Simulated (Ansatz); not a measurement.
Frontier orbitals of `C=NB[SiH3]`.

```xyz
10

C    -1.527   -0.986   -1.264
N    -0.914   -0.630   -0.242
B    -0.226   -0.226    0.840
Si    1.397    0.945    0.589
H    -1.268   -1.908   -1.788
H    -2.347   -0.388   -1.670
H    -0.603   -0.577    1.922
H     2.609    0.288    1.156
H     1.221    2.241    1.304
H     1.660    1.241   -0.847
```

Charge 0, multiplicity 1. The structure was optimised at the PBE0-D4/def2-TZVP level. It is one conformer, not always the lowest. Basis def2-TZVPP, Ansatz.

```json
{"functional": "ωB97X-V", "HOMO (eV)": "-9.93", "LUMO (eV)": "1.20"}
```

Give HOMO and LUMO (eV) with LDA (SPW92), PBE, revPBE, BLYP, r2SCAN, B97M-V, PBE0, B3LYP, r2SCANh, r2SCAN0, HSE06 (plane-wave form), BHLYP, CAM-B3LYP, LC-ωPBE, ωB97M-V, HF. (An estimate is asked.)

Computed: 
```tsv
functional	HOMO	LUMO
LDA (SPW92)	-6.73	-2.30
PBE	-6.63	-2.09
revPBE	-6.58	-2.02
BLYP	-6.50	-1.96
r2SCAN	-6.83	-1.87
B97M-V	-6.91	-1.87
PBE0	-7.70	-1.06
B3LYP	-7.52	-1.30
r2SCANh	-7.23	-1.49
r2SCAN0	-7.84	-0.92
HSE06 (plane-wave form)	-7.31	-1.44
BHLYP	-8.71	0.11
CAM-B3LYP	-8.98	0.09
LC-ωPBE	-10.28	1.27
ωB97M-V	-9.76	1.05
HF	-10.27	2.72
```

B3LYP here is the variant with VWN-RPA as its local correlation; programs differ in this. LC-ωPBE has ω = 0.4 bohr⁻¹. Positive LUMOs are unbound and depend on the basis.
